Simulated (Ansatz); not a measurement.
A run for Ansatz (a first-principles code): R-CCSD(T)/cc-pV(D+d)Z on AlHO (SMILES [OH][Al]). The basis file is the Basis Set Exchange's JSON of that set.

Ansatz 0.2 input:
```yaml
crystal:
  periodic: [false, false, false]
  atoms:
    - {symbol: Al, position_ang: [0.44679347, -0.26181038, -1.34217338]}
    - {symbol: O, position_ang: [-0.07496267, 0.04390580, 0.22679894]}
    - {symbol: H, position_ang: [-0.37183080, 0.21790459, 1.11537444]}
basis:
  gaussian:
    orbitals: cc-pV_D+d_Z.json
magnetization: {spin_polarized: false}
correlation: {method: ccsd_t, electrons: outside_noble_gas}
scf: {lower_state_search: off}
```

Q: What total energy does the run end on?

A: -317.6714 hartree (reference determinant -317.4114, T1 diagnostic 0.018).
